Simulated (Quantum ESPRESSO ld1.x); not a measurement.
Results of a calculation; reference values are marked as such.
One sound ld1.x (Quantum ESPRESSO 7.5) input for the zirconium ion Zr3+ gives E = -3593.0099 hartree in 27 iterations:

```
 &input
    zed=40.0,
    iswitch=1,
    rel=1,
    lsd=1,
    dft='PW',
    config='[Kr] 4d1',
    prefix='ld1',
    max_out_wfc=37,
    file_charge='ld1.rho',
 /
```

Changed or added lines, one case at a time, and what came of them:

- config='[Kr] 4d1 4d1': ran as typed. The string holds 38 electrons for Z = 40, so the species has charge 2 and is not the one meant. The run is valid for that other species.
- config='[Kr] 4d1 5g1': refused. The program stops in el_config with "l not found:G": the config string knows s, p, d and f alone.
- iswitch=0: refused. The program stops in ld1_readin with "wrong iswitch": iswitch takes 1 to 4.
- rel=2: refused. The program stops in ld1_readin with "local spin density and spin-orbit not allowed": spin polarisation goes with rel = 0 or 1 alone.
- xmin=-14.0: usable despite the warning. The mesh starts very near the nucleus, where rounding noise keeps the residual above the threshold; the energy differs from the sound run by -1.3e-05 hartree.
- config='[Kr] 4d': refused. The program stops in el_config with "no occupancy field?": each term needs its occupation.
- dft='HF': refused. The program stops in ld1_setup with "HF not implemented yet": ld1.x has no Hartree-Fock; KLI and OEP are its exact-exchange options.
